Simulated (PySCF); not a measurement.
# Ga⁺: excitation energy

Ga⁺ [Ar] 3d10 4s2 (1S) → Ga⁺ [Ar] 3d10 4s1 4p1 (3P), as a difference of total energies. All numbers are calculated (PySCF 2.14, scalar relativity through the core potential, in aug-cc-pwCVDZ-PP with ECP10MDF (6s5p4d1f, 48 functions)). Correlated levels: valence and next inner shell: nothing frozen outside the core potential. The calculations carry no spin-orbit coupling.

```csv
method,excitation energy (eV)
UHF,4.633
MP2 (valence and next inner shell),5.822
SCS-MP2 (valence and next inner shell),5.918
CCSD (valence and next inner shell),5.878
CCSD(T) (valence and next inner shell),5.946
```

Question: How much does correlation contribute at CCSD(T) (valence and next inner shell)?

Answer: 5.946 − (4.633) = 1.313 eV, measured against UHF.

Errors of the correlated levels include the incompleteness of this basis.

For comparison: 5.986 eV (measured; NIST levels, between the centres of gravity of the two terms).
